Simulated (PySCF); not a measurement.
CH7FO2Si2, SMILES O[Si](O)(F)C[SiH3]. Coordinates come from a PBE0-D3(BJ)/def2-SVP optimisation. This is a generated structure with no PubChem entry under its InChIKey; it may be hypothetical. The values are those of a single conformer.

Computed equilibrium geometry at PBE0-D3(BJ)/def2-SVP (PySCF confirms it by a frequency run) as bond lengths and angles (one conformer of several):
Atoms: O1 Si2 O3 F4 C5 Si6 H7 H8 H9 H10 H11 H12 H13. Bonded distances (Å): O1–Si2 1.652, O1–H7 0.961, Si2–O3 1.642, Si2–F4 1.627, Si2–C5 1.845, O3–H8 0.962, C5–Si6 1.889, C5–H9 1.103, C5–H10 1.103, Si6–H11 1.491, Si6–H12 1.497, Si6–H13 1.493. Bond angles (°): Si2–O1–H7 117.4, O1–Si2–O3 107.8, O1–Si2–F4 106.4, O1–Si2–C5 116.1, O3–Si2–F4 110.3, O3–Si2–C5 107.8, F4–Si2–C5 108.4, Si2–O3–H8 117.7, Si2–C5–Si6 114.7, Si2–C5–H9 109.0, Si2–C5–H10 108.8, Si6–C5–H9 108.2, Si6–C5–H10 108.8, H9–C5–H10 107.2, C5–Si6–H11 110.7, C5–Si6–H12 109.3, C5–Si6–H13 110.7, H11–Si6–H12 108.4, H11–Si6–H13 109.6, H12–Si6–H13 108.2.
